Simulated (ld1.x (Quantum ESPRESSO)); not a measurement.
# Reading a pseudo-wave (silver)

Columns: radius, all-electron u(r) and pseudo u(r) of the 5p shell (level -0.74 eV) of silver in the configuration [Kr] 4d10 5s1 5p0; PBE, scalar-relativistic, RRKJ scheme, ld1.x (Quantum ESPRESSO) 7.5.

| r (bohr) | all-electron | pseudo |
| --- | --- | --- |
| 0.190 | -0.0558 | -0.0021 |
| 0.380 | -0.0401 | -0.0087 |
| 0.570 | 0.0942 | -0.0201 |
| 0.760 | 0.1461 | -0.0368 |
| 0.950 | 0.1170 | -0.0593 |
| 1.140 | 0.0481 | -0.0875 |
| 1.330 | -0.0317 | -0.1212 |
| 1.520 | -0.1082 | -0.1593 |
| 1.710 | -0.1760 | -0.2001 |
| 1.900 | -0.2338 | -0.2418 |
| 2.090 | -0.2820 | -0.2822 |
| 2.280 | -0.3216 | -0.3194 |
| 2.470 | -0.3535 | -0.3518 |
| 2.660 | -0.3788 | -0.3786 |
| 2.850 | -0.3986 | -0.3994 |
| 3.040 | -0.4135 | -0.4146 |
| 3.230 | -0.4243 | -0.4251 |
| 3.420 | -0.4316 | -0.4320 |
| 3.610 | -0.4360 | -0.4360 |
| 3.800 | -0.4378 | -0.4378 |
| 3.990 | -0.4374 | -0.4374 |
| 4.180 | -0.4352 | -0.4352 |
| 4.370 | -0.4315 | -0.4315 |
| 4.560 | -0.4265 | -0.4265 |
| 4.750 | -0.4204 | -0.4204 |
| 4.940 | -0.4133 | -0.4133 |

(1) How many radial nodes do the two functions have?

(2) At about which radius was the pseudo-wave matched?

(3) Where does each function peak?

(4) Is the pseudo-wave norm-conserving?

Results:

(1) The all-electron 5p function has n − l − 1 = 3 (the table is too coarse to show those close to the nucleus); the pseudo-wave has 0, since the states of the same l below it are removed with the core.

(2) 3.80 bohr. The columns agree to 0.0005 from 3.42 bohr on; several derivatives are matched, so the curves merge somewhat inside the radius.

(3) Outermost all-electron maximum near 3.80 bohr, pseudo maximum near 3.80 bohr (to the table’s step).

(4) Yes: the RRKJ scheme keeps the norm inside the radius equal to the all-electron one, which fixes the energy derivative of the logarithmic derivative at the level.
